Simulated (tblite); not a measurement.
Compound: C₅H₉N₃S.
Bonds: C1–C2, C2–N3, N3–N4 (aromatic), N4–C5 (aromatic), C5–C6 (aromatic), C6–S7, S7–C8, C6–N9 (aromatic), N3–N9 (aromatic). Hydrogens: H10, H11, H12 on C1; H13, H14 on C2; H15 on C5; H16, H17, H18 on C8.

Computed with GFN2-xTB (tblite), gas phase: L-BFGS steps from a force-field or distance-geometry start until the largest atomic force falls under 0.01 eV/Å.

Step 18: E = -742.7279 eV
```
atom  x, y, z in Å  |  force x, y, z in eV/Å
C1      2.6464    0.8691   -0.2849    0.013   0.004   0.007
C2      1.7103    0.3114   -1.3543    0.054   0.040   0.003
N3      0.6605   -0.4666   -0.7665    0.017  -0.017  -0.043
N4      0.7930   -1.7524   -0.5599   -0.022  -0.028   0.015
C5     -0.3408   -2.1316    0.0000   -0.037  -0.003   0.006
C6     -1.1587   -0.9947    0.1141   -0.011   0.014   0.018
S7     -2.7673   -0.9147    0.7657   -0.020  -0.029   0.022
C8     -3.1107    0.8540    0.5571    0.010  -0.011  -0.002
N9     -0.4905    0.0440   -0.3792    0.009  -0.003  -0.017
H10     3.4357    1.4510   -0.7538   -0.015  -0.004   0.017
H11     2.0992    1.5079    0.4047   -0.007  -0.001  -0.033
H12     3.0977    0.0558    0.2788   -0.008   0.000  -0.015
H13     2.2569   -0.3549   -2.0260    0.009   0.027   0.004
H14     1.2564    1.1226   -1.9275   -0.034  -0.003   0.031
H15    -0.5445   -3.1401    0.2856    0.025  -0.032   0.001
H16    -3.0582    1.1058   -0.4969    0.007   0.004  -0.005
H17    -4.1122    1.0136    0.9433    0.007   0.032  -0.006
H18    -2.3819    1.4261    1.1215    0.002   0.010  -0.003
```

Step 19: E = -742.7284 eV
```
atom  x, y, z in Å  |  force x, y, z in eV/Å
C1      2.6440    0.8691   -0.2848    0.014   0.006   0.019
C2      1.7081    0.3135   -1.3545    0.037   0.020   0.001
N3      0.6588   -0.4663   -0.7671    0.005  -0.017  -0.044
N4      0.7912   -1.7524   -0.5611   -0.001  -0.020   0.026
C5     -0.3411   -2.1318    0.0022   -0.020  -0.016  -0.023
C6     -1.1598   -0.9958    0.1152   -0.004   0.025   0.027
S7     -2.7676   -0.9152    0.7679   -0.031  -0.031   0.027
C8     -3.1074    0.8538    0.5558    0.013  -0.015  -0.001
N9     -0.4921    0.0433   -0.3786    0.000  -0.001  -0.016
H10     3.4346    1.4509   -0.7504   -0.006   0.002   0.000
H11     2.0978    1.5074    0.4053   -0.021   0.010  -0.021
H12     3.0933    0.0549    0.2781    0.002  -0.016  -0.006
H13     2.2539   -0.3520   -2.0266    0.023   0.015  -0.009
H14     1.2544    1.1246   -1.9272   -0.043   0.005   0.031
H15    -0.5410   -3.1416    0.2861    0.014  -0.024   0.006
H16    -3.0514    1.1013   -0.4990    0.001   0.013  -0.002
H17    -4.1086    1.0196    0.9409    0.016   0.023  -0.012
H18    -2.3760    1.4231    1.1196    0.000   0.020  -0.004
```

Step 20: E = -742.7289 eV
```
atom  x, y, z in Å  |  force x, y, z in eV/Å
C1      2.6420    0.8692   -0.2844    0.008   0.005   0.023
C2      1.7067    0.3158   -1.3546    0.003  -0.009  -0.001
N3      0.6573   -0.4665   -0.7685   -0.008  -0.017  -0.030
N4      0.7895   -1.7527   -0.5618    0.016  -0.009   0.023
C5     -0.3418   -2.1322    0.0038   -0.001  -0.022  -0.039
C6     -1.1608   -0.9965    0.1168    0.004   0.022   0.026
S7     -2.7684   -0.9162    0.7705   -0.027  -0.019   0.023
C8     -3.1040    0.8534    0.5546    0.012  -0.013   0.001
N9     -0.4935    0.0426   -0.3783   -0.008  -0.003  -0.013
H10     3.4335    1.4509   -0.7473    0.007   0.008  -0.014
H11     2.0960    1.5070    0.4054   -0.031   0.020  -0.005
H12     3.0891    0.0537    0.2774    0.012  -0.025   0.006
H13     2.2515   -0.3491   -2.0273    0.036   0.009  -0.021
H14     1.2518    1.1266   -1.9264   -0.043   0.010   0.030
H15    -0.5374   -3.1434    0.2866    0.003  -0.009   0.009
H16    -3.0450    1.0974   -0.5010   -0.004   0.016   0.004
H17    -4.1048    1.0256    0.9384    0.023   0.013  -0.017
H18    -2.3704    1.4206    1.1177   -0.002   0.023  -0.005
```

Step 21: E = -742.7293 eV
```
atom  x, y, z in Å  |  force x, y, z in eV/Å
C1      2.6404    0.8693   -0.2836   -0.002   0.001   0.018
C2      1.7055    0.3177   -1.3547   -0.028  -0.032  -0.002
N3      0.6558   -0.4668   -0.7703   -0.016  -0.014  -0.008
N4      0.7882   -1.7530   -0.5619    0.023   0.000   0.011
C5     -0.3425   -2.1328    0.0045    0.014  -0.020  -0.037
C6     -1.1616   -0.9969    0.1188    0.010   0.005   0.016
S7     -2.7696   -0.9175    0.7733   -0.009   0.001   0.012
C8     -3.1007    0.8528    0.5535    0.011  -0.006   0.001
N9     -0.4949    0.0419   -0.3784   -0.012  -0.009  -0.009
H10     3.4326    1.4510   -0.7447    0.013   0.010  -0.020
H11     2.0938    1.5071    0.4054   -0.032   0.021   0.007
H12     3.0856    0.0521    0.2769    0.016  -0.023   0.014
H13     2.2500   -0.3462   -2.0283    0.041   0.010  -0.027
H14     1.2485    1.1286   -1.9250   -0.036   0.011   0.031
H15    -0.5341   -3.1452    0.2873   -0.008   0.007   0.009
H16    -3.0392    1.0941   -0.5028   -0.005   0.014   0.009
H17    -4.1010    1.0313    0.9357    0.023   0.004  -0.017
H18    -2.3654    1.4188    1.1158   -0.003   0.021  -0.007
```

Problem. Estimate the geometry and energy of step 22. (The exact step hangs on the optimiser's Hessian estimate; all steps are aligned on step 21, rigid shifts and turns removed.)

Solution. E = -742.7297 eV, largest force 0.054 eV/Å
```
atom  x, y, z in Å  |  force x, y, z in eV/Å
C1      2.6390    0.8695   -0.2826   -0.012  -0.004   0.007
C2      1.7042    0.3190   -1.3549   -0.039  -0.037  -0.002
N3      0.6543   -0.4675   -0.7722   -0.015  -0.010   0.010
N4      0.7876   -1.7534   -0.5618    0.019   0.005  -0.005
C5     -0.3431   -2.1336    0.0045    0.021  -0.012  -0.020
C6     -1.1622   -0.9973    0.1208    0.011  -0.017   0.000
S7     -2.7708   -0.9186    0.7759    0.015   0.017   0.001
C8     -3.0976    0.8522    0.5526    0.010   0.003   0.001
N9     -0.4963    0.0411   -0.3786   -0.011  -0.015  -0.004
H10     3.4319    1.4512   -0.7429    0.007   0.003  -0.016
H11     2.0913    1.5076    0.4055   -0.023   0.013   0.010
H12     3.0829    0.0504    0.2767    0.013  -0.010   0.016
H13     2.2496   -0.3435   -2.0296    0.034   0.017  -0.024
H14     1.2449    1.1304   -1.9230   -0.024   0.005   0.031
H15    -0.5315   -3.1467    0.2881   -0.015   0.018   0.008
H16    -3.0344    1.0916   -0.5041   -0.004   0.010   0.010
H17    -4.0974    1.0362    0.9332    0.017  -0.003  -0.014
H18    -2.3613    1.4177    1.1141   -0.002   0.017  -0.008
```

The energy changes by -0.0004 eV. The first-order estimate −F·Δx gives -0.0005 eV and the mean of the old and new forces, exact on a quadratic surface, -0.0004 eV. The step makes an angle of 73° with the force vector and moves no atom by more than 0.007 Å.
